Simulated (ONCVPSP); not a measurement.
**Varying the ONCV potential for Mo (Z = 42)**

Base potential:

molybdenum, optimised norm-conserving Vanderbilt (ONCV), made with ONCVPSP 4.0.1 (LDA (Perdew-Wang 92), scalar-relativistic). Core [Ar] 3d10 4s2, reference 4p6 4d5.5 5s0.5. Waves: 5s: rc 2.35 bohr, ncon 4, nbas 8, qcut 2.3 1/bohr, 2 projectors, debl 3.5 Ha; 4p: rc 2.05 bohr, ncon 4, nbas 7, qcut 6.1 1/bohr, local; 4d: rc 2.45 bohr, ncon 4, nbas 7, qcut 6.2 1/bohr, 2 projectors, debl 3.2 Ha; f scattering state at 0.36 Ha: rc 2.15 bohr, ncon 4, nbas 8, qcut 5.3 1/bohr, 2 projectors, debl 0.7 Ha. Local part: the p channel. Core correction: Teter function, fcfact 5.5, rcfact 1.2.

All-electron outer shells of the reference configuration (LDA (PZ), scalar-relativistic, ld1.x):

```json
{"shell": "4s", "level (eV)": "-63.30", "outermost node (bohr)": "0.51", "outermost maximum (bohr)": "0.99"}
{"shell": "4p", "level (eV)": "-37.51", "outermost node (bohr)": "0.52", "outermost maximum (bohr)": "1.06"}
{"shell": "5s", "level (eV)": "-4.00", "outermost node (bohr)": "1.35", "outermost maximum (bohr)": "2.97"}
{"shell": "4d", "level (eV)": "-3.17", "outermost node (bohr)": "0.53", "outermost maximum (bohr)": "1.40"}
```

Cutoffs, loose and tight: the cutoffs (Ha) at which the residual kinetic energy of the hardest occupied pseudo-wave falls to 1 and 0.1 mHa per electron. They do not see the model core or the augmentation charge, which bear on the density cutoff. Test errors are all-electron minus pseudo excitation energies from the reference, over the configurations 4p6 4d5 5s1; 4p6 4d5 5s0; 4p6 4d4 5s0; 4p5 4d5 5s1. A dash means not determined; rows that change the core or the reference have their own tests.

```csv
change,outcome,"cutoff, loose","cutoff, tight",bound ghosts,GHOST(+) flags above zero,largest test error (meV)
base,generated,14 Ha,25 Ha,none,"s, f",-193
"core correction Teter function, fcfact 5.5, rcfact 0.96",generated,14 Ha,25 Ha,none,"s, f",-186
"core correction Teter function, fcfact 5.5, rcfact 1.12",generated,14 Ha,25 Ha,none,"s, f",-190
"core correction Teter function, fcfact 5.5, rcfact 1.3",generated,14 Ha,25 Ha,none,"s, f",-196
"core correction Teter function, fcfact 5.5, rcfact 1.52",generated,14 Ha,25 Ha,none,"s, f",-202
"core correction Teter function, fcfact 5.5, rcfact 1.68",generated,14 Ha,25 Ha,none,"s, f",-207
"core correction Teter function, fcfact 5.5, rcfact 1.82",generated,14 Ha,25 Ha,none,"s, f",-212
"core correction Teter function, fcfact 5.5, rcfact 2.02",generated,14 Ha,25 Ha,none,"s, f",-218
```

Reading the sweep of the rcfact (base included, trends over the rows without a ghost): The loose cutoff stays near 14 Ha. The median size of the test errors (rows with all tests solved) falls from 11.9 meV at 0.96 to 4.2 meV at 2.02.
